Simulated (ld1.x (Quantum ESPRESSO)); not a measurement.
Results of a calculation; reference values are marked as such.
Potentials for Pb (Z = 82) compared

Generated with ld1.x 7.5 (TM, RRKJ, ultrasoft, PAW), atompaw 4.2 or ONCVPSP 4.0.1. The cutoff is in Ry: for ld1.x and atompaw files where the sum of valence levels is converged to 10 mRy in a Bessel basis, for ONCV files where the hardest occupied wave has 1 mHa per electron of residual kinetic energy. The error is the largest all-electron minus pseudo excitation energy over each file’s own four to seven test configurations (ionisations up to +4, promotions, holes and added fractions of an electron), all of which were solved. The labels leave out finer settings (local radius, basis sizes, second energies), which also bear on the numbers. Spin-polarised tests are not counted. The rows are a selection from randomly drawn settings: files with unsolved tests, undetermined cutoffs or missed reference levels are left out.

A true bound ghost makes a file unfit for plane-wave use even where its test errors are small: the radial tests pick states by their node count and pass the ghost by.

```tsv
potential	cutoff (Ry)	largest error (meV)	bound ghosts
TM, BLYP, scalar-relativistic, rc 1.85/2.00/1.65/1.95 (spdf), local s, core correction yes, reference 5d10 6s2 6p2	55	-107	none
RRKJ, LDA (PZ), fully relativistic, rc 1.80/1.90/1.85 (spd), local s, core correction no, reference 5d10 6s2 6p1	50	-102	none
TM, LDA (PZ), scalar-relativistic, rc 2.10/1.95/1.65 (spd), local smoothed, core correction no, reference 6s2 6p1.5	25	+268	d
TM, PW91, scalar-relativistic, rc 2.00/2.80/2.25 (spd), local smoothed, core correction yes, reference 6s2 6p2	21	-662	s, d
TM, PBE, scalar-relativistic, rc 1.60/1.85/1.45 (spd), local p, core correction yes, reference 5d10 6s2 6p1	55	-175	s
PAW, PBE, scalar-relativistic, rc 2.20/2.65/2.10 (spd), local smoothed, core correction yes, reference 5d10 6s2 6p1	25	+41	none
```

(1) Fill in the row for Pb: ultrasoft, PBE, scalar-relativistic, rc 2.10/2.50 (sp), local smoothed, core correction yes, reference 6s2 6p2.

(2) Fill in the row for Pb: ultrasoft, LDA (PZ), scalar-relativistic, rc 2.15/2.75/2.10 (spd), local smoothed, core correction yes, reference 5d10 6s2 6p0.

(3) Fill in the row for Pb: TM, PBE, fully relativistic, rc 2.05/2.80/2.00 (spd), local s, core correction no, reference 5d10 6s1.75 6p2.25.

Answers

(1) cutoff 8 Ry, largest error -729 meV, bound ghosts: none.

(2) cutoff 30 Ry, largest error +46 meV, bound ghosts: none.

(3) cutoff 50 Ry, largest error -107 meV, bound ghosts: none.
